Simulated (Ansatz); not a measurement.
```yaml
crystal:
  periodic: [false, false, false]
  atoms:
    - {symbol: Sb, position_ang: [0.469711, -0.321534, -1.552059]}
    - {symbol: Sb, position_ang: [-0.300417, -1.760331, 0.769000]}
    - {symbol: Sb, position_ang: [1.288701, 1.322152, 0.609576]}
    - {symbol: Sb, position_ang: [-1.457994, 0.759723, 0.173472]}
basis:
  gaussian: {orbitals: def2-SVPD, nuclear_model: gaussian}
total_charge: -1
magnetization: {spin_polarized: true, initial_magnetization: 1}
hamiltonian: {xc: {name: B2GP-PLYP}}
scf: {omitted_lower_state_checks: [starts]}
```

```sh
$ ansatz run in.yaml --threads 4 --pin off --events-out ev --progress --plain --max-ram 8704MiB
```

Shortened log:

```
Functional definition: B2GP-PLYP
1660 factors; integrals over basis functions are off by at most 1.5e-4 eV
mean field evaluation 1: about -26109.1931 eV, gradient 1.2e1 eV
mean field evaluation 2: about -26109.3806 eV, gradient 1.2e1 eV
mean field evaluation 4: about -26110.6610 eV, gradient 1.6e0 eV
mean field evaluation 8: about -26110.6971 eV, gradient 7.8e-2 eV
mean field evaluation 16: about -26110.6977 eV, gradient 1.6e-3 eV
mean field -26110.69771650 eV, -959.5504426147 hartree, gradient 5.3e-6 eV, S^2 0.772734; 0 other end points of the search recorded, 0 dependent functions left out
16 core orbitals not correlated: weight in the atoms' cores, before any rotation towards them, 1.000 or more for the frozen orbitals, at most 0.000 for the correlated occupied ones
reference -26110.69781947 eV, -959.5504463990 hartree; 31, 30 occupied and 81, 82 virtual orbitals, 1660 factors
second order -16.03874152 eV of doubles, -0.00000000 eV of singles
Total energy: -26116.47176642 eV, -959.7626350356 hartree
Checks for a lower state left out: starts
```

It took 16 s on 4 threads of Arm Neoverse N1 on a shared host, peak host memory 0.73 GiB.

In the def2 sets Sb takes a core potential; there is no spin–orbit coupling. Correlated methods freeze 16 core orbitals; core or outer-core shells of Sb are correlated, in sets that lack core-valence functions.
